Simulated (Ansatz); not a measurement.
Basis sets compared for (H2Al-mu-I)2 (Al2H4I2). Charge 0, multiplicity 1. Geometry PBE-D4/def2-SVP. Ansatz on 4 threads of Arm Neoverse V2 on a shared host; times are rough, and most runs start from earlier orbitals.

```xyz
8

Al    0.314    0.905   -1.545
H    -0.987    1.388   -2.321
H     1.833    1.122   -1.965
I     0.067    1.721    1.022
Al   -0.318   -0.904    1.545
H     0.946   -1.413    2.364
H    -1.854   -1.091    1.913
I    -0.001   -1.728   -1.012
```

In the def2 sets I takes a core potential; there is no spin–orbit coupling.

Binding counts from free atoms (Al doublet, H doublet, I doublet) in the same basis, without a counterpoise term.

| level | functions | energy (Eh) | HOMO (eV) | LUMO (eV) | binding per atom (eV) | wall time |
| --- | --- | --- | --- | --- | --- | --- |
| PBE-D4/def2-SVP | 108 | -1082.3145 | -6.68 | -1.95 | 2.47 | 1.1 s |
| PBE-D4/def2-TZVP | 198 | -1082.5103 | -6.69 | -2.03 | 2.47 | 1.9 s |
| r2SCAN-D4/def2-TZVP | 198 | -1082.9922 | -7.01 | -1.74 | 2.52 | 4.6 s |
| PBE0-D4/def2-SVP | 108 | -1082.4239 | -7.88 | -1.20 | 2.47 | 1.6 s |
| PBE0-D4/def2-TZVP | 198 | -1082.6159 | -7.86 | -1.28 | 2.48 | 3.3 s |

**Question.** Estimate the rows for PBE-D4/def2-TZVPD, r2SCAN-D4/def2-TZVPD, PBE0-D4/def2-TZVPD.

**Answer.** 
| level | functions | energy (Eh) | HOMO (eV) | LUMO (eV) | binding per atom (eV) | wall time |
| --- | --- | --- | --- | --- | --- | --- |
| PBE-D4/def2-TZVPD | 240 | -1082.5109 | -6.70 | -2.08 | 2.47 | 3.5 s |
| r2SCAN-D4/def2-TZVPD | 240 | -1082.9929 | -7.00 | -1.77 | 2.52 | 7 s |
| PBE0-D4/def2-TZVPD | 240 | -1082.6165 | -7.86 | -1.35 | 2.48 | 5.5 s |
